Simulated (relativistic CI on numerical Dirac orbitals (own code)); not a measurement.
Computed by Dirac-Coulomb-Breit CI, KLI orbitals optimised for each configuration, model QED, unscaled Slater integrals (own radial code, finite nucleus).

CI space (outside the closed core [Ar] 3d10): 4s²4p⁶4d¹⁰, 4s²4p⁶4d⁹4f, 4s²4p⁵4d¹⁰4f, 4s²4p⁶4d⁹5s, 4s4p⁶4d¹⁰4f, 4s²4p⁶4d⁹5p, 4s²4p⁶4d⁹5d, 4s²4p⁵4d¹⁰5s, 4s²4p⁶4d⁹5f, 4s²4p⁵4d¹⁰5p, 4s²4p⁶4d⁹6s, 4s²4p⁶4d⁹5g, 4s²4p⁶4d⁹6p, 4s²4p⁵4d¹⁰5d, 4s²4p⁶4d⁹6d, 4s4p⁶4d¹⁰5s, 4s²4p⁶4d⁹6f, 4p⁶4d¹⁰4f², 4p⁶4d⁹4f³, 4p⁵4d¹⁰4f³, 4p⁶4d⁹4f²5s, 4p⁶4d⁹4f²5p, 4p⁶4d⁹4f²5d. Double excitations out of closed p, d and f shells are left out; levels of such configurations are missing from the list, as are those of other unlisted configurations, and high levels can miss mixing partners. These lack a partner that the ground configuration has and come out too high: 4s²4p⁵4d¹⁰5s, 4s²4p⁶4d⁹5f, 4s²4p⁵4d¹⁰5p, 4s²4p⁶4d⁹6s, 4s²4p⁶4d⁹5g.

At this charge energies of transitions that change n are usually good to better than 1 %, and those within a shell (Δn = 0) to a few per cent.

Outline of the computed level scheme of Yb XXV. Lowest level of each configuration: 4s²4p⁶4d¹⁰ ¹S0 at 0.000 eV; 4s²4p⁶4d⁹4f ³P°0 at 169.848 eV; 4s²4p⁶4d⁹5s ³D3 at 278.824 eV; 4s²4p⁶4d⁹5p ³P°2 at 316.642 eV; 4s²4p⁵4d¹⁰4f ³D1 at 344.467 eV.

Some strong electric-dipole decays among the lowest 45 levels: 4s²4p⁶4d⁹4f ¹P°1 → 4s²4p⁶4d¹⁰ ¹S0 (5.7e+12 s⁻¹); 4s²4p⁶4d⁹5p ¹P°1 → 4s²4p⁶4d¹⁰ ¹S0 (1.0e+12 s⁻¹); 4s²4p⁵4d¹⁰4f ³G4 → 4s²4p⁶4d⁹4f ³H°5 (6.4e+11 s⁻¹); 4s²4p⁵4d¹⁰4f ³G5 → 4s²4p⁶4d⁹4f ³H°6 (6.3e+11 s⁻¹); 4s²4p⁵4d¹⁰4f ³F4 → 4s²4p⁶4d⁹4f ³G°5 (4.8e+11 s⁻¹); 4s²4p⁶4d⁹5p ³D°1 → 4s²4p⁶4d¹⁰ ¹S0 (4.7e+11 s⁻¹); 4s²4p⁵4d¹⁰4f ³F3 → 4s²4p⁶4d⁹4f ³G°4 (3.5e+11 s⁻¹); 4s²4p⁵4d¹⁰4f ¹F3 → 4s²4p⁶4d⁹4f ³F°4 (2.5e+11 s⁻¹).

LS names give the leading component of a level, which can be under half, so a name can repeat, a term be missing and a line seem to break the LS rules.
